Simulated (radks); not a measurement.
Task: The oxygen anion O2-, [Ne], held by a Watson sphere: a shell of charge +2 at radius R that stands for the Madelung well of a crystal (potential energy -2/R inside, -2/r outside, in hartree with lengths in bohr). All-electron calculation, scalar-relativistic Kohn-Sham, LB94 model potential, spin-polarised, spherical densities, finite nucleus; Fermi nuclear charge, rms radius of each element as measured or else 0.836 A^(1/3) + 0.57 fm. Program: a radial shooting solver on a logarithmic mesh with Libxc functionals. Response by self-consistent Sternheimer equations with the Hartree and adiabatic LDA kernel, the relativistic mass of each level held fixed and spin-orbit coupling left out. The sphere does not respond.

R (bohr)  e(1s) (eV)  e(2s) (eV)  e(2p) (eV)  <r> 2p (bohr)  sum of <r^2> (bohr^2)  X-ray form factor at sin(theta)/lambda = 0.1 1/angstrom  alpha (bohr^3)
1.81         -532.99     -27.916     -13.858          1.416                  19.67                                                    8.722           10.60
2.09         -532.52     -26.311     -12.497          1.474                  21.34                                                    8.635           13.64
2.34         -531.98     -25.081     -11.403          1.520                  22.75                                                    8.567           16.90
2.64         -531.27     -23.820     -10.236          1.569                  24.37                                                    8.494           21.60
2.97         -530.49     -22.656      -9.119          1.617                  26.06                                                    8.425           27.88
3.16         -530.06     -22.072      -8.547          1.643                  27.00                                                    8.389           32.10
3.63         -529.09     -20.844      -7.319          1.698                  29.28                                                    8.313           44.71
3.98         -528.44     -20.089      -6.552          1.735                  30.93                                                    8.266           56.51

Estimate the row for R = 1.87 bohr.

Result: e(1s) (eV) -532.91; e(2s) (eV) -27.551; e(2p) (eV) -13.555; <r> 2p (bohr) 1.429; sum of <r^2> (bohr^2) 20.04; X-ray form factor at sin(theta)/lambda = 0.1 1/angstrom 8.702; alpha (bohr^3) 11.20.
